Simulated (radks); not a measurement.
Er3+, 65 electrons, occupied as [Xe] 4f9 6p2 (not the ground configuration).

Calculated with a radial shooting solver on a logarithmic mesh with Libxc functionals: scalar-relativistic Kohn-Sham, BLYP, spin-unpolarised, spherical densities, finite nucleus; Fermi nuclear charge, rms radius 5.2516 fm.

Energy parts (hartree):
| part | energy |
|---|---|
| total | -13082.2892 |
| kinetic | 14182.0061 |
| electron-nucleus | -31966.3367 |
| Hartree | 4978.0303 |
| exchange-correlation | -275.9889 |

Orbitals (lengths in bohr, moments of r in powers of bohr; <r^-3> diverges for s and p1/2):
orbital,occ.,eigenvalue (hartree),<1/r>,<r^-3>,<r>
1s,2,-2110.413,77.54,-,0.02037
2s,2,-356.4315,18.05,-,0.08647
2p,6,-315.5544,16.67,14320,0.07672
3s,2,-81.68350,6.656,-,0.2254
3p,6,-69.24702,6.218,3084,0.2246
3d,10,-53.65937,5.894,409.2,0.2038
4s,2,-17.90887,2.823,-,0.5062
4p,6,-13.79719,2.588,705.6,0.5359
4d,10,-8.28401,2.297,79.49,0.5764
5s,2,-3.64577,1.129,-,1.181
5p,6,-2.58472,0.9731,111.0,1.348
4f,9,-2.21034,1.809,12.57,0.6988
6p,2,-0.83300,0.4033,20.51,3.175

The highest occupied level is 6p at -22.667 eV. The electron density at the nucleus is 9.202e+05 e/bohr^3 (large components only).
